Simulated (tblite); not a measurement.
Species: C₅H₁₀N₂OSi.
SMILES with atom numbers: `[CH3:1][NH:2][Si@@H:3]([NH2:4])[c:5]1[cH:6][cH:7][cH:8][o:9]1` (hydrogens: H10, H11, H12 on C1; H13 on N2; H14 on Si3; H15, H16 on N4; H17 on C6; H18 on C7; H19 on C8)

Computed with GFN2-xTB (tblite), gas phase: L-BFGS steps from a force-field or distance-geometry start until the largest atomic force falls under 0.01 eV/Å.

Step 83: E = -747.1042 eV
```
atom  x, y, z in Å  |  force x, y, z in eV/Å
C1     -2.8460   -1.4087    0.0849    0.013   0.009   0.009
N2     -1.5988   -0.8281    0.5108    0.065  -0.020   0.008
Si3    -0.7875    0.4834   -0.2371   -0.017   0.013  -0.001
N4     -1.0087    1.9699    0.6163   -0.004   0.014  -0.033
C5      1.0692    0.2410   -0.1869    0.000   0.010   0.032
C6      1.8705   -0.8613   -0.0907   -0.008  -0.011  -0.006
C7      3.2057   -0.4155   -0.2149   -0.004  -0.005  -0.018
C8      3.1258    0.9321   -0.3831   -0.004   0.004   0.016
O9      1.8468    1.3367   -0.3669   -0.001   0.011  -0.015
H10    -2.7954   -2.5002    0.1160    0.006  -0.022   0.043
H11    -3.6865   -1.0850    0.7070   -0.030   0.011   0.025
H12    -3.0481   -1.1103   -0.9400    0.012   0.026  -0.011
H13    -1.3771   -1.0556    1.4681   -0.004  -0.021  -0.056
H14    -1.2513    0.4312   -1.6324   -0.011   0.057  -0.016
H15    -1.9265    2.3791    0.6932    0.021  -0.008  -0.003
H16    -0.3117    2.6898    0.5056   -0.037  -0.016  -0.003
H17     1.5284   -1.8646    0.0548    0.025  -0.043   0.000
H18     4.0994   -1.0058   -0.1944   -0.007  -0.019   0.025
H19     3.8821    1.6810   -0.5178   -0.013   0.011   0.004
```

Step 84: E = -747.1048 eV
```
atom  x, y, z in Å  |  force x, y, z in eV/Å
C1     -2.8459   -1.4073    0.0869    0.002   0.010   0.006
N2     -1.5978   -0.8257    0.5103    0.028  -0.032  -0.039
Si3    -0.7874    0.4851   -0.2403   -0.018  -0.009   0.015
N4     -1.0110    1.9691    0.6156   -0.005   0.008  -0.030
C5      1.0689    0.2410   -0.1889    0.000   0.017   0.025
C6      1.8700   -0.8611   -0.0911    0.002  -0.022  -0.007
C7      3.2055   -0.4160   -0.2138    0.000  -0.002  -0.018
C8      3.1261    0.9315   -0.3824   -0.001   0.014   0.008
O9      1.8469    1.3363   -0.3694    0.006   0.014  -0.003
H10    -2.7967   -2.4991    0.1199    0.015  -0.012   0.041
H11    -3.6874   -1.0834    0.7091   -0.005   0.014   0.013
H12    -3.0482   -1.1108   -0.9388    0.008   0.025   0.000
H13    -1.3722   -1.0592    1.4642    0.012  -0.018  -0.018
H14    -1.2493    0.4332   -1.6359   -0.016   0.056  -0.017
H15    -1.9293    2.3769    0.6922    0.015  -0.002  -0.002
H16    -0.3141    2.6893    0.5095   -0.029  -0.002  -0.006
H17     1.5295   -1.8648    0.0537    0.015  -0.050   0.003
H18     4.0995   -1.0059   -0.1927   -0.013  -0.019   0.027
H19     3.8832    1.6801   -0.5156   -0.019   0.010   0.002
```

Q: Estimate the geometry and energy of step 85. (The exact step hangs on the optimiser's Hessian estimate; all steps are aligned on step 84, rigid shifts and turns removed.)

A: E = -747.1056 eV, largest force 0.089 eV/Å
```
atom  x, y, z in Å  |  force x, y, z in eV/Å
C1     -2.8474   -1.4049    0.0906   -0.009   0.006  -0.001
N2     -1.5963   -0.8242    0.5079   -0.013  -0.048  -0.074
Si3    -0.7878    0.4862   -0.2459   -0.011  -0.031   0.026
N4     -1.0137    1.9672    0.6135   -0.005   0.002  -0.024
C5      1.0686    0.2407   -0.1931    0.011   0.008   0.015
C6      1.8701   -0.8613   -0.0925    0.008  -0.017  -0.008
C7      3.2059   -0.4159   -0.2115   -0.002   0.005  -0.015
C8      3.1264    0.9316   -0.3805   -0.004   0.014  -0.006
O9      1.8469    1.3359   -0.3738    0.010   0.005   0.021
H10    -2.8001   -2.4974    0.1271    0.017   0.011   0.032
H11    -3.6889   -1.0794    0.7145    0.034   0.016  -0.005
H12    -3.0517   -1.1103   -0.9360    0.006   0.015   0.023
H13    -1.3631   -1.0668    1.4569    0.027  -0.010   0.006
H14    -1.2467    0.4364   -1.6427   -0.023   0.053  -0.010
H15    -1.9319    2.3748    0.6887    0.003   0.004   0.000
H16    -0.3160    2.6871    0.5169   -0.014   0.013  -0.014
H17     1.5320   -1.8661    0.0516    0.005  -0.041   0.005
H18     4.1007   -1.0052   -0.1884   -0.024  -0.014   0.031
H19     3.8834    1.6807   -0.5105   -0.017   0.010  -0.002
```

The energy changes by -0.0008 eV. The first-order estimate −F·Δx gives -0.0011 eV and the mean of the old and new forces, exact on a quadratic surface, -0.0008 eV. The step makes an angle of 72° with the force vector and moves no atom by more than 0.014 Å.

What follows is the cost of the whole relaxation. On an Arm Neoverse N1 with one thread, shared host with 64 logical CPUs at a one-minute load of 57, this took 1.8 s of wall time.
